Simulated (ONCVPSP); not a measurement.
# What one change does to a pseudopotential (Dy, ONCV)

Dy, optimised norm-conserving Vanderbilt (ONCV), made with ONCVPSP 4.0.1 (Wu-Cohen, scalar-relativistic). Core [Kr] 4d10 4f9, reference 5s2 5p6 5d1 6s1 6p1. Waves: 5s+6s: rc 2.05 bohr, ncon 4, nbas 9, qcut 7.6 1/bohr, 2 projectors; 5p+6p: rc 2.60 bohr, ncon 4, nbas 9, qcut 4.6 1/bohr, 2 projectors; 5d: rc 2.20 bohr, ncon 4, nbas 7, qcut 4.6 1/bohr, 1 projector. Local part: polynomial inside 2.00 bohr (lpopt 5, dvloc0 4 Ha). Core correction: Teter function, fcfact 4.25, rcfact 1.45.

All-electron outer shells of the reference configuration (Wu-Cohen, scalar-relativistic, ld1.x):

```
shell  level (eV)  outermost node (bohr)  outermost maximum (bohr)
   4d     -161.35                   0.26                      0.53
   5s      -54.21                   0.63                      1.14
   5p      -29.86                   0.67                      1.30
   4f      -10.55                      –                      0.53
   6s       -5.05                   1.54                      3.23
   5d       -3.38                   0.76                      1.89
   6p       -1.92                   1.85                      4.42
```

Change: s: nproj 3.

Cutoffs: the cutoffs (Ha) at which the residual kinetic energy of the hardest occupied pseudo-wave falls to 1 and 0.1 mHa per electron; they do not see the model core or the augmentation charge, which bear on the density cutoff. Errors are all-electron minus pseudo energies relative to the spin-unpolarised reference configuration.

Q: How do hardness, ghosts and transferability respond?

A: The potential gets neither clearly harder nor softer (17 Ha and 20 Ha → 17 Ha and 20 Ha); the lowest positive-energy flag moves from s at 55.6 eV to none; the errors of the 4 common tests hardly move; the range in which the s phases agree widens (upper end 1.5 → at the end of the scan); neither file shows a bound ghost.

```tsv
quantity	base	changed
cutoff, loose	17 Ha	17 Ha
cutoff, tight	20 Ha	20 Ha
bound ghosts	none	none
GHOST(+) flags under 300 eV	s at 55.6 eV	none
error for 5s2 5p6 5d1 6s2 6p0, meV [ΔE -3.07 eV]	+1.9	+1.8
error for 5s2 5p6 5d1 6s1 6p0, meV [ΔE 3.80 eV]	-3.3	-3.3
error for 5s2 5p6 5d1 6s0 6p0, meV [ΔE 16.11 eV]	+4.2	+4.1
error for 5s2 5p6 5d1.5 6s1.5 6p0, meV [ΔE -2.05 eV]	-2.2	-2.3
s: phases at 2.07 bohr within 0.05 rad from the reference energy up to (Ha; the scan ends near 5)	1.5	to the end of the scan
p: phases at 2.64 bohr within 0.05 rad from the reference energy up to (Ha; the scan ends near 5)	3.8	3.8
d: phases at 2.23 bohr within 0.05 rad from the reference energy up to (Ha; the scan ends near 5)	2.1	2.1
rms error of d²Exc/dni dnj with the model core, mHa	0.43	0.43
```
